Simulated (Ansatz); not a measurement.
Input for Ansatz (development build ahead of 0.2.0):

```yaml
crystal:
  periodic: [false, false, false]
  atoms:
    - { symbol: Ge, position_ang: [0.03248, 0.07617, 0.05291] }
    - { symbol: H, position_ang: [0.81058, 0.8972, 0.94412] }
    - { symbol: H, position_ang: [0.99997, -0.87312, -0.83589] }
    - { symbol: H, position_ang: [-0.84783, 0.84382, -0.93952] }
    - { symbol: H, position_ang: [-0.93663, -0.76627, 0.91005] }
basis:
  gaussian: { orbitals: cc-pVDZ }
hamiltonian:
  xc: hf
correlation:
  method: mp2
  frozen_orbitals: { Ge: 9, H: 0 }
```

The input is written out in the form of the current development build from the run's settings.

Results

```
Converged                       : yes
Reference energy                : -2077.63689 hartree
Correlation energy              : -0.13351 hartree
Total energy                    : -2077.77040 hartree
Spin squared of the determinant : 0.000
```
